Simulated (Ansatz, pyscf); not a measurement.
C₂H₂N (SMILES [C]1=NC1) [doublet] → C₂H₂N (SMILES [C]1=CN1) [doublet], a hydrogen shift on the doublet surface: C–H broken, H–N formed. Single points on ωB97X-D3(BJ)/def2-SVP structures (PySCF, gas phase). Wave-function energies: Ansatz (a first-principles code), frozen core, RHF or UHF references. In kJ/mol, from the reactant's lowest minimum found.

| level | barrier | reaction energy |
|---|---|---|
| ωB97X-D3(BJ)/def2-TZVP | 258.80 | +107.22 |
| B3LYP-D3(BJ)/def2-TZVP | 256.79 | +109.93 |
| CCSD(T)/cc-pV(D+d)Z | 250.59 | +128.53 |
| CCSDT(Q)/cc-pV(D+d)Z | ? | ? |
| CCSD(T)/cc-pV(T+d)Z | 253.01 | +120.77 |
| CCSD(T)/cc-pV(Q+d)Z | ? | +118.77 |

Question: What belongs in the gaps?

Answer: 
- CCSDT(Q)/cc-pV(D+d)Z, barrier: 249.69
- CCSDT(Q)/cc-pV(D+d)Z, reaction energy: +129.07
- CCSD(T)/cc-pV(Q+d)Z, barrier: 253.92

In cc-pV(D+d)Z, going from CCSD(T) to CCSDT(Q) shifts the barrier by -0.89 and the reaction energy by +0.54 kJ/mol. With HF in the quadruple-zeta basis and the correlation energy extrapolated as X⁻³ from X = 3, 4, CCSD(T) gives 254.18 and +117.42; adding the double-zeta shift gives ΔE‡ = 253.29 and ΔE = +117.95 kJ/mol, without core correlation, relativity or geometry relaxation at these levels. The same reactants have a lower exit, to •H₂C–C≡N (barrier +17.60 kJ/mol at ωB97M-D3(BJ)/def2-TZVP, against +255.88 kJ/mol here). cyclic C₂H₂N (SMILES [C]1=NC1) [doublet] lies 209.82 kJ/mol over its isomer •H₂C–C≡N (electronic energy, ωB97M-D3(BJ)/def2-TZVP). cyclic C₂H₂N (SMILES [C]1=CN1) [doublet] lies 316.85 kJ/mol over its isomer •H₂C–C≡N (electronic energy, ωB97M-D3(BJ)/def2-TZVP). One saddle was located; it need not be the lowest between these sides.
